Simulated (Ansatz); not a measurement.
Input (CCSDT(Q)/cc-pVTZ; Ansatz, a program for electronic structure):

Ansatz 0.2 input:
```yaml
crystal:
  periodic: [false, false, false]
  atoms:
    - {symbol: Ge, position_ang: [-0.32445868, 0.10593209, -0.08258202]}
    - {symbol: F, position_ang: [1.27615957, -0.55808819, 0.21765571]}
    - {symbol: H, position_ang: [-0.06982758, 1.54342233, -0.61763793]}
    - {symbol: H, position_ang: [-1.03293062, 0.08954453, 1.30136126]}
basis:
  gaussian:
    orbitals: cc-pVTZ
magnetization: {spin_polarized: true, initial_magnetization: 1}
correlation: {method: ccsdt_q, electrons: outside_noble_gas}
```

Output:

```
Functional definition: HF
integrals: 0.28 GiB planned
1223 factors; integrals over basis functions are off by at most 1.6e-7 eV
mean field: 0.41 GiB planned
mean field evaluation 1: about -59211.2807 eV, gradient 2.0e1 eV
mean field evaluation 2: about -59211.2866 eV, gradient 2.0e1 eV
mean field evaluation 4: about -59213.1066 eV, gradient 1.9e0 eV
mean field evaluation 8: about -59213.1657 eV, gradient 2.6e-3 eV
mean field evaluation 16: about -59213.1544 eV, gradient 2.5e-1 eV
mean field -59213.16565819 eV, -2176.0437018132 hartree, gradient 8.2e-6 eV, S^2 0.754546; 0 other end points of the search recorded, 0 dependent functions left out
15 core orbitals not correlated
reference -59213.16565819 eV, -2176.0437018132 hartree; 7, 6 occupied and 79, 80 virtual orbitals, 1223 factors
second order -9.74401283 eV of doubles, -0.00000000 eV of singles
coupled cluster: 3.12 GiB planned
cycle   1  -9.83114906 eV  change   -8.7e-2 eV  update   8.8e-2
cycle   2  -10.22838431 eV  change   -4.0e-1 eV  update   4.8e-2
cycle   3  -10.49976611 eV  change   -2.7e-1 eV  update   2.2e-2
cycle   4  -10.48438311 eV  change    1.5e-2 eV  update   8.0e-3
cycle   5  -10.46589149 eV  change    1.8e-2 eV  update   4.7e-3
cycle   6  -10.46915955 eV  change   -3.3e-3 eV  update   2.2e-3
cycle   7  -10.47339728 eV  change   -4.2e-3 eV  update   9.9e-4
cycle   8  -10.47346701 eV  change   -7.0e-5 eV  update   5.6e-4
cycle   9  -10.47248727 eV  change    9.8e-4 eV  update   2.0e-4
cycle  10  -10.47278189 eV  change   -2.9e-4 eV  update   1.1e-4
cycle  11  -10.47253748 eV  change    2.4e-4 eV  update   5.5e-5
cycle  12  -10.47255151 eV  change   -1.4e-5 eV  update   1.9e-5
cycle  13  -10.47255915 eV  change   -7.6e-6 eV  update   1.0e-5
cycle  14  -10.47255488 eV  change    4.3e-6 eV  update   4.0e-6
cycle  15  -10.47255360 eV  change    1.3e-6 eV  update   2.1e-6
cycle  16  -10.47255422 eV  change   -6.3e-7 eV  update   1.1e-6
perturbative correction -0.01154837 eV, -0.0004243946 hartree
Total energy: -59223.64976078 eV, -2176.4289854770 hartree
```
